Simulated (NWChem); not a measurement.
The numbers come from NWChem runs, not from measurements. System: F6S, charge 0, spin multiplicity 1, displaced from the optimised geometry. Level: PBE/def2-SVP.

Job file:

```
start mol
memory heap 200 mb stack 900 mb global 1100 mb
geometry units angstroms nocenter noautoz
  F      0.000000     0.000000    -1.612294
  S      0.000000     0.000000     0.000000
  F      1.612293     0.000000     0.000000
  F      0.000000    -1.612292     0.000000
  F     -1.612293     0.000000     0.000000
  F      0.000000     1.612292     0.000000
  F      0.000000     0.000000     1.612294
  symmetry group D2h
end
basis spherical
  * library def2-svp
end
dft
  xc xpbe96 cpbe96
  semidirect memsize 60000000 filesize 0
  iterations 100
  grid medium
end
task dft gradient
```

Output (cleaned and shortened):

```
             Northwest Computational Chemistry Package (NWChem) 7.3.0
             --------------------------------------------------------

                                NWChem Input Module
                                -------------------

 Scaling coordinates for geometry "geometry" by  1.889725989
 (inverse scale =  0.529177249)

 Turning off AUTOSYM since
 SYMMETRY directive was detected!

                             Geometry "geometry" -> ""
                             -------------------------

 Output coordinates in angstroms (scale by  1.889725989 to convert to a.u.)

  No.       Tag          Charge          X              Y              Z
 ---- ---------------- ---------- -------------- -------------- --------------
    1 F                    9.0000     0.00000000     0.00000000    -1.61229400
    2 S                   16.0000     0.00000000     0.00000000     0.00000000
    3 F                    9.0000     1.61229300     0.00000000     0.00000000
    4 F                    9.0000     0.00000000    -1.61229200     0.00000000
    5 F                    9.0000    -1.61229300     0.00000000     0.00000000
    6 F                    9.0000     0.00000000     1.61229200     0.00000000
    7 F                    9.0000     0.00000000     0.00000000     1.61229400

 Effective nuclear repulsion energy (a.u.)     549.0390550059

            Nuclear Dipole moment (a.u.)
            ----------------------------
        X                 Y               Z
 ---------------- ---------------- ----------------
     0.0000000000     0.0000000000     0.0000000000

      Symmetry information
      --------------------

 Group name             D2h
 Group number             26
 Group order               8
 No. of unique centers     4

      Symmetry unique atoms

     1    2    3    4


 Summary of "ao basis" -> "" (spherical)
 ------------------------------------------------------------------------------
       Tag                 Description            Shells   Functions and Types
 ---------------- ------------------------------  ------  ---------------------
 *                          def2-svp                  on all atoms

  pbe96 is a nonlocal functional; adding pw91lda local functional.

                                 NWChem DFT Module
                                 -----------------

 Summary of "ao basis" -> "ao basis" (spherical)
 ------------------------------------------------------------------------------
       Tag                 Description            Shells   Functions and Types
 ---------------- ------------------------------  ------  ---------------------
 F                          def2-svp                 6       14   3s2p1d
 S                          def2-svp                 8       18   4s3p1d

 Summary of "ao basis" -> "ao basis" (spherical)
 ------------------------------------------------------------------------------
       Tag                 Description            Shells   Functions and Types
 ---------------- ------------------------------  ------  ---------------------
 F                          def2-svp                 6       14   3s2p1d
 S                          def2-svp                 8       18   4s3p1d

      Symmetry analysis of basis
      --------------------------

        ag         27
        au          3
        b1g         8
        b1u        16
        b2g         8
        b2u        16
        b3g         8
        b3u        16

            General Information
            -------------------
[...]
              MO Center= -9.0D-18, -2.9D-16, -1.0D-14, r^2= 1.8D+00
   Bfn.  Coefficient  Atom+Function         Bfn.  Coefficient  Atom+Function
  ----- ------------  ---------------      ----- ------------  ---------------
    27      0.973709  2 S  pz                24      0.688124  2 S  pz
     3      0.426599  1 F  s                 91     -0.426599  7 F  s
     9      0.357686  1 F  pz                97      0.357686  7 F  pz
     6     -0.337100  1 F  pz                94     -0.337100  7 F  pz
    21      0.304284  2 S  pz                 2      0.162432  1 F  s

 Vector   38  Occ=0.000000D+00  E= 4.178288D-02  Symmetry=b3u
              MO Center=  2.1D-15, -6.4D-17, -1.2D-16, r^2= 1.8D+00
   Bfn.  Coefficient  Atom+Function         Bfn.  Coefficient  Atom+Function
  ----- ------------  ---------------      ----- ------------  ---------------
    25      0.973715  2 S  px                22      0.688122  2 S  px
    35     -0.426602  3 F  s                 63      0.426602  5 F  s
    39      0.357689  3 F  px                67      0.357689  5 F  px
    36     -0.337101  3 F  px                64     -0.337101  5 F  px
    19      0.304283  2 S  px                34     -0.162432  3 F  s

 center of mass
 --------------
 x =   0.00000000 y =   0.00000000 z =   0.00000000

 moments of inertia (a.u.)
 ------------------
         705.444134780066           0.000000000000           0.000000000000
           0.000000000000         705.444572320833           0.000000000000
           0.000000000000           0.000000000000         705.443697239028

     Multipole analysis of the density
     ---------------------------------

     L   x y z        total         alpha         beta         nuclear
     -   - - -        -----         -----         ----         -------
     0   0 0 0     -0.000000    -35.000000    -35.000000     70.000000

     1   1 0 0     -0.000000     -0.000000     -0.000000      0.000000
     1   0 1 0     -0.000000     -0.000000     -0.000000      0.000000
     1   0 0 1     -0.000000     -0.000000     -0.000000      0.000000

     2   2 0 0    -31.611982    -99.352463    -99.352463    167.092945
     2   1 1 0      0.000000      0.000000      0.000000      0.000000
     2   1 0 1      0.000000      0.000000      0.000000      0.000000
     2   0 2 0    -31.611912    -99.352325    -99.352325    167.092738
     2   0 1 1     -0.000000     -0.000000     -0.000000      0.000000
     2   0 0 2    -31.612196    -99.352674    -99.352674    167.093152

            General Information
            -------------------
          SCF calculation type: DFT
          Wavefunction type:  closed shell.
          No. of atoms     :     7
          No. of electrons :    70
           Alpha electrons :    35
            Beta electrons :    35
          Charge           :     0
          Spin multiplicity:     1
          Use of symmetry is: on ; symmetry adaption is: on
          Maximum number of iterations: 100
          AO basis - number of functions:   102
                     number of shells:    44
          Convergence on energy requested:  1.00D-06
          Convergence on density requested:  1.00D-05
          Convergence on gradient requested:  5.00D-04

              XC Information
              --------------
          PerdewBurkeErnzerhof Exchange Functional  1.000
            Perdew 1991 LDA Correlation Functional  1.000 local
           PerdewBurkeErnz. Correlation Functional  1.000 non-local

             Grid Information
             ----------------
          Grid used for XC integration:  medium
          Radial quadrature: Mura-Knowles
          Angular quadrature: Lebedev.
          Tag              B.-S. Rad. Rad. Pts. Rad. Cut. Ang. Pts.
          ---              ---------- --------- --------- ---------
          F                   0.50       49           8.0       434
          S                   1.00       88           5.0       590
          Grid pruning is: on
          Number of quadrature shells:   235
          Spatial weights used:  Erf1

          Convergence Information
          -----------------------
          Convergence aids based upon iterative change in
          total energy or number of iterations.
          Levelshifting, if invoked, occurs when the
          HOMO/LUMO gap drops below (HL_TOL):  1.00D-02
          DIIS, if invoked, will attempt to extrapolate
          using up to (NFOCK): 10 stored Fock matrices.

                    Damping( 0%)  Levelshifting(0.5)       DIIS
                  --------------- ------------------- ---------------
          dE  on:    start            ASAP                start
          dE off:    2 iters        100 iters           100 iters

      Screening Tolerance Information
      -------------------------------
          Density screening/tol_rho:  1.00D-10
          AO Gaussian exp screening on grid/accAOfunc:  14
          CD Gaussian exp screening on grid/accCDfunc:  20
          XC Gaussian exp screening on grid/accXCfunc:  20
          Schwarz screening/accCoul:  1.00D-08

                            NWChem DFT Gradient Module
                            --------------------------

  charge          =   0.00
  wavefunction    = closed shell

  Using symmetry

                         DFT ENERGY GRADIENTS

    atom               coordinates                        gradient
                 x          y          z           x          y          z
   1 F       0.000000   0.000000  -3.046794    0.000000   0.000000  -0.002179
   2 S       0.000000   0.000000   0.000000    0.000000   0.000000   0.000000
   3 F       3.046792   0.000000   0.000000    0.002182   0.000000   0.000000
   4 F       0.000000  -3.046790   0.000000    0.000000  -0.002182   0.000000
   5 F      -3.046792   0.000000   0.000000   -0.002182   0.000000   0.000000
   6 F       0.000000   3.046790   0.000000    0.000000   0.002182   0.000000
   7 F       0.000000   0.000000   3.046794    0.000000   0.000000   0.002179

                 ----------------------------------------
                 |  Time  |  1-e(secs)   |  2-e(secs)   |
                 ----------------------------------------
                 |  CPU   |       0.01   |       0.95   |
                 ----------------------------------------
                 |  WALL  |       0.01   |       0.95   |
                 ----------------------------------------

 Task  times  cpu:        2.6s     wall:        2.6s

 Total times  cpu:        2.6s     wall:        2.6s
```
